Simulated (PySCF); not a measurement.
CH₆GeNSi, CH₃ClGeSi, CH₄GeOSi, CH₇B₂Ge (calculated)

Computed with PySCF 2.14.0. Calculation on a computer-drawn molecule: optimised geometry and harmonic frequencies of an isolated molecule of the commonest isotopes, restricted reference for singlets and unrestricted otherwise, frozen core in MP2; on germanium a core potential holds 10 electrons, which the energies leave out, and 3d is frozen in MP2 and coupled-cluster steps.

Common to all runs: basis and core potential on germanium cc-pVDZ-PP ECP10MDF.

```json
{"entry": 1, "formula": "CH6GeNSi", "start_structure": {"atoms_angstrom": [["C", -1.5133, 1.2013, 2.5392], ["Si", -2.1727, 0.2289, 1.2408], ["Ge", -1.0728, 0.9671, -0.87], ["N", 0.6549, 0.9968, -0.6354], ["H", -0.841, 1.9439, 2.3162], ["H", -1.7331, 1.136, 3.575], ["H", -3.0526, -0.8779, 0.8555], ["H", -1.215, 1.5455, -2.2718], ["H", 1.0778, 0.6996, 0.2616], ["H", 1.3354, 1.2846, -1.2774]]}, "given": {"charge": 1, "multiplicity": 1, "method": "HF", "basis": "cc-pV(D+d)Z", "drawn_bonds_atom": [1, 2, 3, 1, 1, 2, 3, 4, 4], "drawn_bonds_other_atom": [2, 3, 4, 5, 6, 7, 8, 9, 10], "drawn_bonds_order": [2, 1, 1, 1, 1, 1, 1, 1, 1]}, "results": {"optimised_atom_element": ["C", "Si", "Ge", "N", "H", "H", "H", "H", "H", "H"], "optimised_atom_x [angstrom]": [-1.463, -2.239, -0.8816, 0.7465, -0.4454, -1.957, -3.583, -1.241, 1.188, 1.344], "optimised_atom_y [angstrom]": [0.925, 0.4779, 0.7432, 1.344, 1.295, 0.8599, -0.03467, 0.4456, 1.604, 1.466], "optimised_atom_z [angstrom]": [2.565, 1.122, -0.7924, -0.6624, 2.597, 3.53, 0.8685, -2.233, 0.2012, -1.462], "modes_frequency [cm^-1]": [33.0, 120.7, 216.3, 256.0, 357.7, 366.3, 520.6, 649.4, 661.5, 715.2, 734.8, 850.6, 864.1, 933.5, 947.0, 1019, 1506, 1680, 2325, 2433, 3308, 3406, 3754, 3868], "modes_reduced_mass [dalton]": [2.917, 3.178, 4.02, 1.179, 1.241, 8.591, 1.19, 1.022, 1.074, 1.028, 1.063, 1.514, 3.176, 1.228, 1.218, 4.11, 1.195, 1.115, 1.021, 1.044, 1.058, 1.114, 1.05, 1.1], "rotational_constants [GHz]": [7.811, 2.052, 1.625], "total_energy [hartree]": -677.8376, "convergence_status_largest_gradient_component [hartree/bohr]": 9.787e-06}}
{"entry": 2, "formula": "CH3ClGeSi", "start_structure": {"atoms_angstrom": [["C", -0.4406, -0.2475, -0.7382], ["Si", 1.196, -0.7428, -1.166], ["Ge", 2.792, 0.0481, -2.833], ["Cl", 1.5125, 1.6599, -3.6732], ["H", -0.9014, 0.6087, -1.2033], ["H", -1.097, -0.7106, 0.0087], ["H", 1.6971, -1.8946, -0.3638]]}, "given": {"charge": 0, "multiplicity": 1, "method": "HF", "basis": "cc-pV(D+d)Z", "drawn_bonds_atom": [1, 2, 3, 1, 1, 2], "drawn_bonds_other_atom": [2, 3, 4, 5, 6, 7], "drawn_bonds_order": [2, 1, 1, 1, 1, 1]}, "results": {"optimised_atom_element": ["C", "Si", "Ge", "Cl", "H", "H", "H"], "optimised_atom_x [angstrom]": [-0.3702, 1.196, 2.719, 1.332, -0.7661, -1.033, 1.682], "optimised_atom_y [angstrom]": [-0.2167, -0.8289, 0.08337, 1.659, 0.6177, -0.622, -1.971], "optimised_atom_z [angstrom]": [-0.8009, -1.102, -2.824, -3.536, -1.369, -0.04355, -0.2934], "modes_frequency [cm^-1]": [52.61, 113.7, 209.6, 315.6, 317.6, 386.0, 664.3, 734.6, 907.0, 907.3, 1009, 1503, 2306, 3298, 3395], "modes_reduced_mass [dalton]": [4.315, 6.023, 5.21, 1.149, 8.927, 41.49, 1.102, 1.054, 1.259, 1.22, 4.206, 1.206, 1.042, 1.057, 1.113], "rotational_constants [GHz]": [3.641, 1.858, 1.23], "total_energy [hartree]": -1081.4104, "convergence_status_largest_gradient_component [hartree/bohr]": 1.034e-05}}
{"entry": 3, "formula": "CH3ClGeSi", "start_structure": {"atoms_angstrom": [["C", -0.3702, -0.2167, -0.8009], ["Si", 1.1957, -0.8289, -1.1023], ["Ge", 2.7191, 0.0834, -2.8238], ["Cl", 1.3317, 1.6589, -3.5362], ["H", -0.7661, 0.6177, -1.3687], ["H", -1.0334, -0.622, -0.0435], ["H", 1.6818, -1.9712, -0.2934]]}, "given": {"charge": 0, "multiplicity": 1, "method": "MP2", "basis": "cc-pV(D+d)Z", "drawn_bonds_atom": [1, 2, 3, 1, 1, 2], "drawn_bonds_other_atom": [2, 3, 4, 5, 6, 7], "drawn_bonds_order": [2, 1, 1, 1, 1, 1]}, "results": {"optimised_atom_element": ["C", "Si", "Ge", "Cl", "H", "H", "H"], "optimised_atom_x [angstrom]": [-0.3615, 1.233, 2.722, 1.272, -0.7365, -1.04, 1.669], "optimised_atom_y [angstrom]": [-0.2067, -0.8414, 0.09264, 1.635, 0.6392, -0.6092, -1.988], "optimised_atom_z [angstrom]": [-0.8153, -1.112, -2.834, -3.48, -1.406, -0.05181, -0.2704], "modes_frequency [cm^-1]": [44.96, 114.0, 194.3, 291.2, 312.4, 393.3, 612.5, 672.6, 783.9, 850.4, 914.5, 1384, 2259, 3169, 3278], "modes_reduced_mass [dalton]": [4.959, 5.955, 5.073, 1.111, 9.534, 41.56, 1.102, 1.08, 1.188, 1.259, 4.529, 1.183, 1.043, 1.055, 1.114], "rotational_constants [GHz]": [3.575, 1.92, 1.249], "total_energy [hartree]": -1081.8547, "convergence_status_largest_gradient_component [hartree/bohr]": 2.565e-05}}
{"entry": 4, "formula": "CH4GeOSi", "start_structure": {"atoms_angstrom": [["C", -0.2184, -4.175, 1.939], ["Si", 0.697, -3.1947, 0.805], ["Ge", 0.228, -0.7896, 0.682], ["O", 1.3822, -0.2671, -0.6323], ["H", -0.0271, -5.2332, 2.0599], ["H", -0.9463, -3.7795, 2.5873], ["H", 1.7753, -3.9268, -0.0092], ["H", 1.9856, -0.8157, -1.0773]]}, "given": {"charge": 0, "multiplicity": 1, "method": "HF", "basis": "cc-pV(D+d)Z", "drawn_bonds_atom": [1, 2, 3, 1, 1, 2, 4], "drawn_bonds_other_atom": [2, 3, 4, 5, 6, 7, 8], "drawn_bonds_order": [2, 1, 1, 1, 1, 1, 1]}, "results": {"optimised_atom_element": ["C", "Si", "Ge", "O", "H", "H", "H", "H"], "optimised_atom_x [angstrom]": [-0.164, 0.7219, 0.2066, 1.368, -0.02335, -0.9288, 1.751, 1.945], "optimised_atom_y [angstrom]": [-4.157, -3.209, -0.7765, -0.2869, -5.224, -3.716, -3.889, -0.9228], "optimised_atom_z [angstrom]": [1.912, 0.7991, 0.6662, -0.5968, 2.053, 2.544, -0.02919, -0.9945], "modes_frequency [cm^-1]": [62.23, 89.31, 213.9, 291.8, 340.2, 489.3, 652.5, 718.0, 751.8, 880.7, 893.6, 908.1, 1013, 1510, 2279, 3287, 3375, 4154], "modes_reduced_mass [dalton]": [4.295, 3.906, 5.922, 1.177, 6.845, 1.132, 1.101, 13.18, 1.052, 1.11, 1.229, 1.275, 4.212, 1.206, 1.043, 1.058, 1.112, 1.068], "rotational_constants [GHz]": [9.396, 1.791, 1.504], "total_energy [hartree]": -697.3289, "convergence_status_largest_gradient_component [hartree/bohr]": 2.478e-05}}
{"entry": 5, "formula": "CH7B2Ge", "start_structure": {"atoms_angstrom": [["C", 1.1753, -0.4991, 0.4793], ["B", -0.089, -0.3029, -0.3782], ["B", -1.4249, 0.4497, 0.0757], ["Ge", -2.9866, 1.3746, 0.6708], ["H", 1.2215, -0.0367, 1.445], ["H", 1.4822, -1.5742, 0.5888], ["H", 2.0885, -0.0218, -0.0408], ["H", -0.0604, -0.7675, -1.5392], ["H", -3.4263, 1.1127, 2.0663], ["H", -4.2084, 0.9979, -0.1505], ["H", -2.9895, 2.9009, 0.5622]]}, "given": {"charge": 0, "multiplicity": 2, "method": "HF", "basis": "cc-pVDZ", "drawn_bonds_atom": [1, 2, 3, 1, 1, 1, 2, 4, 4, 4], "drawn_bonds_other_atom": [2, 3, 4, 5, 6, 7, 8, 9, 10, 11], "drawn_bonds_order": [1, 1, 1, 1, 1, 1, 1, 1, 1, 1]}, "results": {"optimised_atom_element": ["C", "B", "B", "Ge", "H", "H", "H", "H", "H", "H", "H"], "optimised_atom_x [angstrom]": [1.308, -0.08102, -1.4, -3.125, 1.353, 1.55, 2.108, -0.1903, -3.681, -4.163, -2.896], "optimised_atom_y [angstrom]": [-0.457, -0.3737, 0.437, 1.436, 0.09255, -1.506, -0.0845, -0.9635, 0.9339, 1.172, 2.947], "optimised_atom_z [angstrom]": [0.4351, -0.3321, 0.1536, 0.6881, 1.377, 0.6404, -0.2154, -1.382, 2.025, -0.4086, 0.7983], "modes_frequency [cm^-1]": [29.27, 94.71, 95.75, 143.9, 307.4, 425.0, 564.9, 598.5, 677.0, 826.8, 900.6, 916.5, 951.9, 953.9, 980.7, 1082, 1278, 1431, 1560, 1567, 2207, 2212, 2230, 2629, 3155, 3213, 3243], "modes_reduced_mass [dalton]": [1.191, 1.479, 3.202, 1.881, 3.099, 2.559, 1.13, 1.633, 1.153, 1.31, 1.062, 1.656, 2.01, 1.02, 1.227, 1.708, 2.981, 1.28, 1.07, 1.052, 1.024, 1.023, 1.012, 1.089, 1.039, 1.097, 1.101], "rotational_constants [GHz]": [24.12, 1.252, 1.217], "total_energy [hartree]": -384.6130, "spin_squared": 0.7591, "convergence_status_largest_gradient_component [hartree/bohr]": 1.014e-05}}
```
